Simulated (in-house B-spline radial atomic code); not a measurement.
How numerical settings move a run on P IV (P3+), [Ne] 3s2. Computed with a B-spline radial code for spherical atoms: scalar-relativistic (X2C) PBEsol, spherical fractional occupations, Fermi nucleus of rms radius 3.1889 fm.

Command:
```bash
python run_scf.py task.json out
```
Settings of the sound reference run:
```
Z                15
electrons        12
configuration    [Ne] 3s2
hamiltonian      x2c
method           pbesol
spin_polarised   False
nucleus          fermi
rms_radius       3.1889
mass_number      31
atomic_mass      30.97376
speed_of_light   137.036
knot_spacing     0.22
spline_order     8
gauss_points     12
box_radius       16.22
max_iterations   70
damping          0.5
damped_steps     3
diis_vectors     10
tolerance        1e-08
start            Thomas-Fermi
```

Run time, properties included: 0.16 s on 1 thread of AMD EPYC 7R43 64-Core Processor, on a shared host.

It converges in 8 iterations to -339.132355 hartree, with 3s at -45.5481 eV. The other runs change the listed settings, some to values that make no sense; their results aren't properties of the atom or ion. Radii are in bohr (the nuclear one in fm), a minus after a letter asks for a j subshell, and «unchanged» means within 1e-8 hartree. The run stops when the residual is below 10 × tolerance × max(1, Z/10), or a noise floor if that is larger, and the energy moves by less than 1e-8 × √|E| hartree; so very loose and very tight tolerances often act alike.

```tsv
changed settings	outcome
first_knot = 6.67e-06	converged in 8 iterations, energy -9.16e-08 hartree from the reference, 3s level -1.3e-05 eV
first_knot = 0.2	converged in 9 iterations, energy +2.37e-01 hartree from the reference, 3s level +1.8e-02 eV
first_knot = 0.02	converged in 8 iterations, energy +2.23e-03 hartree from the reference, 3s level +1.8e-04 eV
knot_spacing = 0.3, gauss_points = 3, box_radius = 4.87, max_iterations = 50, tolerance = 0.0001	converged in 16 iterations, energy -4.76e+04 hartree from the reference, 3s level -6.0e+01 eV
box_radius = 2.43	converged in 8 iterations, energy +6.99e-01 hartree from the reference, 3s level +1.3e+01 eV (the program warns: 3s reaches the box edge; 2s reaches the box edge)
electrons = 15, configuration = [Ne] 3s2 4s3, max_iterations = 50	stopped with error: shell 4s holds at most 2 electrons
box_radius = 4.87	converged in 8 iterations, energy +1.33e-03 hartree from the reference, 3s level +4.8e-02 eV (the program warns: 3s reaches the box edge)
first_knot = 6.67e-05	converged in 8 iterations, energy +1.63e-07 hartree from the reference, 3s level +1.2e-05 eV
box_radius = 8.11	converged in 8 iterations, energy +3.71e-07 hartree from the reference, 3s level +3.0e-06 eV
first_knot = 6.67e-06, max_iterations = 100, damping = 0.2, damped_steps = 8	converged in 11 iterations, energy -9.16e-08 hartree from the reference, 3s level -1.2e-05 eV
max_iterations = 75, damping = 0, damped_steps = 0, start = bare nucleus	converged in 8 iterations, energy unchanged, 3s level +1.6e-06 eV
box_radius = 1.62	converged in 7 iterations, energy +5.08e+00 hartree from the reference, 3s level +7.7e+01 eV (the program warns: 3s has a positive eigenvalue: unbound, held by the box; 2s reaches the box edge)
damping = 0.8	converged in 9 iterations, energy unchanged, 3s level +1.7e-06 eV
damping = 0.2	converged in 8 iterations, energy unchanged, 3s level +1.0e-06 eV
damping = 0	converged in 8 iterations, energy unchanged, 3s level +3.8e-06 eV
first_knot = 0.02, max_iterations = 50, tolerance = 0.01	converged in 7 iterations, energy +2.23e-03 hartree from the reference, 3s level +2.8e-04 eV
box_radius = 64.88	converged in 8 iterations, energy -2.89e-07 hartree from the reference, 3s level -2.0e-06 eV
box_radius = 32.44	converged in 8 iterations, energy -2.89e-07 hartree from the reference, 3s level -1.7e-06 eV
```

Task: What happens with first_knot = 0.00667?

Result: Converged in 8 iterations, energy +8.82e-06 hartree from the reference, 3s level +1.2e-05 eV.

Task: What happens with knot_spacing = 0.15, spline_order = 5, first_knot = 0.000667, max_iterations = 60, tolerance = 0.001?

Result: Converged in 7 iterations, energy +3.38e-05 hartree from the reference, 3s level +1.0e-04 eV.

Task: What happens with hamiltonian = dirac, method = hf, speed_of_light = 13.49805?

Result: Converged in 11 iterations to -678.2663 hartree, a different physical problem.

Task: What happens with first_knot = 0.0667?

Result: Converged in 8 iterations, energy +2.68e-02 hartree from the reference, 3s level +2.0e-03 eV.
